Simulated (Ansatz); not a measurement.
```yaml
crystal:
  periodic: [false, false, false]
  atoms:
    - {symbol: C, position_ang: [-0.131229, -1.542940, 0.799935]}
    - {symbol: O, position_ang: [0.089956, -0.173363, 0.715196]}
    - {symbol: Mo, position_ang: [-0.175451, 1.107814, -0.409813]}
    - {symbol: O, position_ang: [-0.842655, 0.273433, -2.060619]}
    - {symbol: O, position_ang: [-1.107388, 2.434540, -0.212285]}
    - {symbol: O, position_ang: [1.624535, 1.475879, -1.211522]}
    - {symbol: H, position_ang: [0.710381, -1.985163, 1.411258]}
    - {symbol: H, position_ang: [-0.815010, -1.957166, 0.113910]}
    - {symbol: H, position_ang: [-1.147070, -1.386319, 1.742107]}
    - {symbol: H, position_ang: [2.082400, 2.332447, -0.837328]}
basis:
  gaussian: {orbitals: def2-TZVPP}
magnetization: {spin_polarized: true, initial_magnetization: 1}
hamiltonian: {xc: {name: RPBE}, dispersion: d3bj, pseudopotentials: {relativity: scalar}}
output: {forces: true}
```

```sh
$ ansatz run in.yaml --threads 4 --pin off --events-out ev --progress --plain --max-ram 11315MiB
```

It prints (some lines left out):

```
Error: a molecule whose nuclei and cores have a total charge of 56 cannot have a net charge of 0 together with 1 unpaired electrons
```

Problem. What is wrong with this run?

Solution. The number of unpaired electrons doesn't fit the electron count. The input was rejected before any iteration.
